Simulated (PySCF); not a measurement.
Hg (mercury, neutral) across methods

[Xe] 4f14 5d10 6s1 6p1, high-spin 3P determinant (an excited configuration). Computed with PySCF 2.14 in aug-cc-pVDZ-PP with ECP60MDF (5s5p4d2f, 54 functions), with scalar relativity through the core potential.

| method | E (hartree) | mean ε 5d β (eV) | mean ε 6s α (eV) | mean ε 6p α (eV) | Σ⟨r²⟩ (bohr²) | ⟨S²⟩ |
| --- | --- | --- | --- | --- | --- | --- |
| wB97M-V | -153.2331 | -16.027 | -11.728 | -4.963 | 61.94 | 2.001 |
| CAM-B3LYP | -153.2735 | -14.960 | -10.931 | -4.186 | 61.98 | 2.001 |
| LDA | -153.0798 | -11.931 | -9.010 | -2.620 | 62.57 | 2.001 |
| PBE | -153.3444 | -11.756 | -8.733 | -2.546 | 62.91 | 2.002 |
| PBE0 | -153.3138 | -13.552 | -9.669 | -3.242 | 62.22 | 2.002 |
| TPSSh | -153.2640 | -12.416 | -9.073 | -2.806 | 62.28 | 2.002 |
| UHF | -152.40396 | -18.170 | -11.766 | -5.029 | 62.60 | 2.005 |
| r2SCAN0 | -153.3294 | -13.750 | -9.962 | -3.400 | 61.27 | 2.004 |

Q: Estimate the same row for r2SCAN.

A: E (hartree) = -153.3803; mean ε 5d β (eV) = -11.999; mean ε 6s α (eV) = -9.059; mean ε 6p α (eV) = -2.743; Σ⟨r²⟩ (bohr²) = 61.48; ⟨S²⟩ = 2.004.

Energies and moments cover only the electrons outside the core potential. Spin-orbit coupling, absent here, splits the open shell strongly.
